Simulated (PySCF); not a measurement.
Write Cartesian coordinates for `[H]/N=C(\C=C)B(Cl)Cl` as optimised with PBE0-D3(BJ)/def2-SVP.

```
atom  x, y, z in Å
C1    -1.3105   -0.9647    0.6679
C2    -1.0190    0.0689   -0.1302
C3     0.3361    0.5723   -0.3971
N4     0.6018    1.5537   -1.1773
B5     1.6382   -0.0822    0.2147
Cl6    2.0704   -1.7272   -0.1932
Cl7    2.6788    0.8399    1.2610
H8    -2.3435   -1.2802    0.8315
H9    -0.5304   -1.5395    1.1757
H10   -1.8287    0.6161   -0.6316
H11   -0.2572    1.9223   -1.6076
```

Orientation and origin are arbitrary. Atoms count from 1 in this order. The 2 C–C bonds span 1.338 Å (C1=C2, drawn double) to 1.470 Å (C2–C3, drawn single), a spread of 0.132 Å. B5 (three-coordinate boron) is planar (angles 120.4°, 120.2° and 119.4°, sum 360.0°, 0.02 Å off the plane of its three neighbours). Of the pairs four or more bonds apart, H10···H11 is among the closest relative to their van der Waals radii: 2.26 Å, 94 % of the sum of Bondi's values.

Bonds between heavy atoms (Å): C1=C2 1.338, C2–C3 1.470, C3=N4 1.282, C3–B5 1.581, B5–Cl6 1.749, B5–Cl7 1.740.

Level of theory: PBE0-D3(BJ)/def2-SVP geometry optimisation, gas phase in PySCF.

Point group: C1 (no symmetry element, even within 0.4 Å). Stationary, but not proved a minimum. The numbers are those of one conformer (C1–C2–C3–N4 179°).
